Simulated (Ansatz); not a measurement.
`O[SiH2][GaH][Br]` + H₂O → `O[SiH2][GaH][OH]` + HBr  (formal hydrolysis of a Ga–Br bond)

Calculated with Ansatz (gas phase, PBE0-D4/def2-TZVP geometries, no zero-point term in ΔE). CCSD(T)/CBS is the MP2 limit (def2-TZVPP, def2-QZVPP) plus CCSD(T) − MP2 in def2-TZVPP, frozen cores. This one scheme is used for every species. For Br, Ga outer-core shells are correlated without core-valence functions, which leaves a few kJ/mol of doubt a bond. Scalar relativity is left out up to krypton. One conformer a species, not always the lowest.

| species | HF/def2-SVP energy (Eh) |
| --- | --- |
| `O[SiH2][GaH][Br]` | -4861.17060 |
| H₂O | -75.96088 |
| `O[SiH2][GaH][OH]` | -2364.41604 |
| HBr | -2572.68493 |

Task: Work out ΔE.

Result: ΔE = (-2364.41604) + (-2572.68493) − (-4861.17060) − (-75.96088) = 0.03051 Eh = +80.1 kJ/mol. CCSD(T)/CBS gives +72.0 kJ/mol.

Largest T1 diagnostic among the species: 0.014.

From BLYP to BHLYP (50 % exact exchange), in def2-TZVPP and without D4, ΔE moves by +15.2 kJ/mol. Leaving LDA and LC-ωPBE aside and taking each functional with its dispersion term where it has one, the values, not all of them listed here, spread over 18.6 kJ/mol, from BLYP-D4 to BHLYP-D4. LDA lies −10.9 kJ/mol from PBE without D4.
